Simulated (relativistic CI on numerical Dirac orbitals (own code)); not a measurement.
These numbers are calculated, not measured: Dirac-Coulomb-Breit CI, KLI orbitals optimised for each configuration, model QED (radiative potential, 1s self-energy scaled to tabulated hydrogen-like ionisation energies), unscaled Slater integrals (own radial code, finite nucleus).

The strongest absorption lines from the ground level of an ion, among the configurations computed and to levels below about 16900 eV (vacuum wavelength in nm, gf): 0.07378 (0.042), 0.07420 (0.026), 0.08171 (0.099), 0.08274 (0.064), 0.10644 (0.35), 0.11070 (0.27), 0.73020 (0.26), 6.3843 (0.013).

(1) Which ion is it?
A. Hg77+
B. W69+
C. W71+
D. W73+

Results:

(1) C. W71+ has 3 electrons and the ground level 2s 2S_1/2; the strongest line goes to 3p 2P°_3/2. The pattern of lines fixes the number of electrons, and along that sequence the line energies rise steadily with the charge (about as its square where n changes within one kind of shell, about linearly where n is kept but much faster in heavy ions where fine structure, which grows about as Z⁴, sets the gap, and irregularly where shells cross), which fixes Z. Configurations outside the model, such as inner-shell arrays, can give stronger lines. At this charge energies of transitions that change n are usually good to better than 1 %, and those within a shell (Δn = 0) to a few per cent.
